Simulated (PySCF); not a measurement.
**The 4-electron isoelectronic series, non-relativistic**

All values are computed (PySCF 2.14, energy differences of UHF-based or UKS calculations, no spin-orbit coupling). Each ion has its own even-tempered basis scaled to its charge (17s8p6d5f4g for the first); frozen: nothing. Ionisation energies in eV, correlation energies of the ion in mhartree.

```tsv
ion	configuration	UHF	LDA	PBE	PBE0	r2SCAN	MP2 (all electrons)	E_corr MP2	NIST (with spin-orbit, Breit and QED)
Mn²¹⁺	[He] 2s2 (1S)	1765.3	1765.0	1768.5	1768.1	1765.3	1770.0	-222.8	1788.7 ± 0.6 (s)
Fe²²⁺	[He] 2s2 (1S)	1923.9	1923.4	1927.2	1926.7	1923.8	1928.7	-228.9	1950.4 ± 1.8 (s)
Ni²⁴⁺	[He] 2s2 (1S)	2261.4	2260.7	2264.8	2264.3	2261.2	2266.6	-241.2	2295.6 ± 2.1 (s)
Zn²⁶⁺	[He] 2s2 (1S)	2626.1	2625.2	2629.7	2629.2	2625.8	2631.6	-253.4	2669.9 ± 2.5 (s)
Ga²⁷⁺	[He] 2s2 (1S)	2818.7	2817.6	2822.4	2821.8	2818.3	2824.3	-259.3	2868 ± 3 (s)
Ge²⁸⁺	[He] 2s2 (1S)	3018.0	3016.8	3021.8	3021.2	3017.6	3023.9	-265.6	3074 ± 3 (s)
Se³⁰⁺	[He] 2s2 (1S)	3437.2	3435.7	3441.1	3440.5	3436.6	3443.4	-277.6	3507 ± 3 (s)
Sr³⁴⁺	[He] 2s2 (1S)	4357.1	4355.1	4361.4	4360.7	4356.3	4363.9	-301.8	4465 ± 4 (s)
Zr³⁶⁺	[He] 2s2 (1S)	4857.9	4855.6	4862.3	4861.6	4857.0	4865.0	-313.9	4991 ± 5 (s)
```

(1) Interpolate the row of Kr³²⁺.

Each ion has its own basis, which adds noise of up to about 0.1 % along the series.

NIST values marked (s) are semi-empirical, (t) theoretical. Open shells are high-spin determinants of the terms that Hund's rules give.

MP2 underrates the 2s², 2p² near-degeneracy of four-electron ions.

All relativistic terms are absent from the calculated values; where these lie close to NIST, scalar and spin-orbit shifts of opposite sign can cancel.

## Answers

(1) configuration [He] 2s2 (1S); UHF 3883.6; LDA 3881.8; PBE 3887.7; PBE0 3887.0; r2SCAN 3882.9; MP2 (all electrons) 3890.0; E_corr MP2 -289.7; NIST (with spin-orbit, Breit and QED) 3971 ± 4 (s).
